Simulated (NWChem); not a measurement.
Molecule: SbHOCl2; SMILES [OH][Sb]([Cl])[Cl]

```xyz
5

Sb     0.4402    -0.3719     0.0000
Cl    -1.0540     0.1944    -1.7935
Cl    -1.0540     0.1944     1.7935
O      1.5492     1.2839     0.0000
H      0.9907     2.0891     0.0000
```
Atoms are numbered in this order, from 1.

Computed with NWChem. Structure relaxed at the PBE-D3(BJ)/def2-SVP (def2 core potentials past Kr) level.

For level TPSS/3-21G, non-relativistic:

```
Property                     Result
---------------------------  ------
highest occupied level (eV)   -7.50
orbital gap (eV)               4.80
```

**Question.** What are these values for level TPSS/STO-3G, non-relativistic?

**Answer.** The highest occupied level (eV) comes out as -4.70. The orbital gap (eV) comes out as 5.12.
